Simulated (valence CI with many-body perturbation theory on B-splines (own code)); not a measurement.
# Nd19+: one-electron terms

Level of theory: relativistic CI+MBPT: five valence electrons over a frozen Dirac-Fock core [Kr], a basis of 7 s, 7 p, 8 d, 6 f, 4 g, 1 h functions for each j, with the one-electron correlation potential Σ1 (screened to all orders), the two-electron term Σ2, the three-electron term Σ3, Breit, model QED; selected single and double excitations, second order for the rest, scaled by the run's own slope (own B-spline code, finite nucleus).

No measured levels were compared; by estimate terms of the open shell hold to 2 to 4 % of their energy, and close levels can change places. Among the levels kept, up to 430 cm⁻¹ of a level comes from second order outside the variational space, and about a tenth of that is noise between levels of different J, which matters for small intervals. The list stops below the first excitations out of the core.

These are the spectroscopic orbitals of the CI (the correlating ones are not listed), shaped by the core and the other valence electrons. h is the expectation value of the core's Dirac-Fock operator, without the valence repulsion; Σ1 is computed up to l = 3 at one energy for each symmetry, that of its lowest orbital but kept below the first core excitation, so for empty shells it is not the orbital's own correlation shift; Breit and QED include the response of the core.

| Orbital | h (hartree) | Σ1 (cm⁻¹) | Breit (cm⁻¹) | QED (cm⁻¹) | ⟨r⟩ (bohr) |
| --- | --- | --- | --- | --- | --- |
| 5s1/2 | -18.04 | -9797 | 1247 | 1003 | 1.091 |
| 6s1/2 | -11.406 | -3651 | 638 | 513 | 1.733 |
| 7s1/2 | -7.8808 | -1838 | 362 | 294 | 2.528 |
| 5p1/2 | -16.953 | -9019 | 1898 | -42.4 | 1.129 |
| 6p1/2 | -10.841 | -3573 | 1002 | -21.4 | 1.791 |
| 7p1/2 | -7.5499 | -1851 | 582 | -12.2 | 2.608 |
| 5p3/2 | -16.547 | -8262 | 1131 | 57.1 | 1.160 |
| 6p3/2 | -10.635 | -3354 | 605 | 30.9 | 1.828 |
| 7p3/2 | -7.4302 | -1755 | 376 | 18.3 | 2.652 |
| 4d3/2 | -26.164 | -19726 | 2036 | -322 | 0.6230 |
| 5d3/2 | -14.774 | -7548 | 778 | -93.5 | 1.217 |
| 6d3/2 | -9.7046 | -3436 | 407 | -47.4 | 1.937 |
| 4d5/2 | -25.952 | -19261 | 969 | -207 | 0.6295 |
| 5d5/2 | -14.689 | -7478 | 416 | -53.4 | 1.225 |
| 6d5/2 | -9.6604 | -3410 | 221 | -26.8 | 1.947 |
| 4f5/2 | -21.106 | -37115 | -54.1 | -215 | 0.6396 |
| 5f5/2 | -12.761 | -7708 | 65.5 | -67.5 | 1.304 |
| 4f7/2 | -21.068 | -34802 | -541 | -185 | 0.6419 |
| 5f7/2 | -12.745 | -7567 | -119 | -55.8 | 1.306 |
| 5g7/2 | -11.511 |  | -53.9 | -16.1 | 1.302 |
| 5g9/2 | -11.508 |  | -76.8 | -13.0 | 1.302 |

Among the shells of the start configuration 4d5, Σ1 is largest in size for 4d3/2, where it is 0.34 % of h.

Lowest root of each symmetry, sizes in configuration state functions:

```
   J  Parity  Roots  Reference  Variational  Second order  Change by selected CI (cm⁻¹)  Change by second order (cm⁻¹)
 1/2    even      5        112        31788        519142                         -8331                            -42
 3/2    even      8        201        30224       1291677                         -8165                           -114
 5/2    even     11        254        28692       1331189                         -5719                           -152
 7/2    even      8        257        28032       1588378                         -7848                           -309
 9/2    even      6        232        28285       1437681                         -7824                           -279
11/2    even      4        182        28840       1303124                         -7939                           -201
13/2    even      2        129        32243       1004046                         -8586                           -123
 1/2     odd     18         48        31778        707552                        -11425                           -192
 3/2     odd     30         83        28908       1446769                        -11562                           -728
 5/2     odd     39        100        28336       1770528                        -12031                          -1142
 7/2     odd     40         99        27340       1979239                        -11292                          -1215
 9/2     odd     39         80        26936       2382080                        -10901                          -1106
11/2     odd     31         57        26793       2128612                        -11455                          -1032
13/2     odd     23         34        29362       1728417                        -12206                           -754
15/2     odd     14         17        30876       1623608                        -12538                           -410
17/2     odd      6          6        31439       1158997                        -13609                           -286
19/2     odd      2          2        32687        717502                        -14086                            -54
```
